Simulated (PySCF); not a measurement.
# Ag (silver, neutral) across methods

[Kr] 4d10 5p1, 2P determinant (an excited configuration). Computed with PySCF 2.14 in aug-cc-pwCVDZ-PP with ECP28MDF (6s6p5d3f, 70 functions), with a scalar-relativistic core potential. The B2PLYP total includes its PT2 part (frozen core); its orbital energies are those of the SCF part.

```tsv
method	E (hartree)	mean ε 4d α (eV)	mean ε 4d β (eV)	mean ε 5p α (eV)	Σ⟨r²⟩ (bohr²)	⟨S²⟩
PBE0	-146.7723	-11.151	-11.097	-2.493	59.52	0.754
LDA	-146.5032	-9.461	-9.389	-2.102	57.91	0.752
PBE	-146.7862	-9.265	-9.193	-2.069	58.91	0.754
r2SCAN	-146.8198	-9.413	-9.360	-2.133	57.90	0.758
r2SCAN0	-146.7844	-11.277	-11.237	-2.525	58.60	0.756
MN15	-146.4776	-12.029	-11.970	-2.726	59.92	0.757
B2PLYP	-146.6101	-12.985	-12.955	-2.766	61.22	0.754
HSE06	-146.7699	-10.733	-10.678	-2.175	59.41	0.754
UHF	-145.94182	-16.171	-16.177	-3.328	65.56	0.754
```

Energies and moments cover only the electrons outside the core potential.
